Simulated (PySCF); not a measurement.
Dipole moment and polarisability of `CC[Si@H](P)N[SiH3]`

Compound: C2H12NPSi2.
Structure used (GFN2-xTB), in Å, numbered top down from 1:
```xyz
18
C2H12NPSi2 angstrom
C     -2.1628   -1.3878    0.2319
C     -1.8098   -0.1126   -0.5206
Si    -0.1086    0.5945   -0.0367
P      0.3367    2.3662   -1.3398
N      1.1097   -0.5939   -0.3533
Si     2.8217   -0.4068   -0.5821
H     -3.1522   -1.7456   -0.0486
H     -2.1547   -1.2136    1.3052
H     -1.4453   -2.1755    0.0124
H     -1.8352   -0.3108   -1.5935
H     -2.5773    0.6381   -0.3268
H     -0.1189    0.9399    1.4018
H     -0.7198    3.1186   -0.8585
H      1.2232    2.9397   -0.4475
H      0.8123   -1.5416   -0.1856
H      3.5047   -0.2741    0.7119
H      3.0106    0.7984   -1.3838
H      3.2568   -1.6268   -1.2629
```

Level: CAM-B3LYP/def2-SVPD (PySCF), static field, nuclei fixed, core orbitals frozen in the response. The polarisability tensor in these axes (au):

```
x   118.68   2.31  -3.23
y     2.31 115.51  -8.38
z    -3.23  -8.38  97.94
```

**Question.** What are the eigenvalues, a third of the trace, and Δα (Δα² = ½Σ(αi − αj)² over the three pairs)?

**Answer.** Principal values 94.39, 115.54 and 122.20 au; mean 110.71 au = 16.41 Å³ = 18.25 × 10⁻⁴⁰ C²·m²/J; Δα = 25.15 au (23 % of the mean).

**Question.** What is the dipole moment, and where does it point?

**Answer.** (-0.79, -1.00, 0.68) D, 1.45 D in size, pointing from the negative to the positive side. Measured along this direction, the outermost atoms are H14 and H17 at the negative end and H7 at the positive end.

**Question.** What are the principal values of the traceless quadrupole moment, Θ = ½Σq(3rr − r²1), about the centre of nuclear charge?

**Answer.** -6.30, 2.95, 3.35 D·Å. The values depend on the origin, since the dipole doesn't vanish. The electronic extent ⟨r²⟩ about the same centre is 1506 bohr², a root-mean-square distance of 2.39 Å for the 74 electrons.

**Question.** Estimate the molar refractivity from the static electronic polarisability.

**Answer.** Lorentz–Lorenz: R = (4π/3)N_A α = 2.5225 cm³/(mol·Å³) × 16.41 Å³ = 41.4 cm³/mol, in the limit of long wavelengths.

**Question.** Give the principal axes and the span of the nuclei along them.

**Answer.** Largest value along (0.70, 0.64, -0.31), where the nuclei span 6.38 Å; middle along (0.70, -0.68, 0.20), 5.96 Å; least along (0.09, 0.36, 0.93), 3.38 Å. The response follows the extents in order.

Isolated species at its GFN2-xTB geometry (one conformer only).
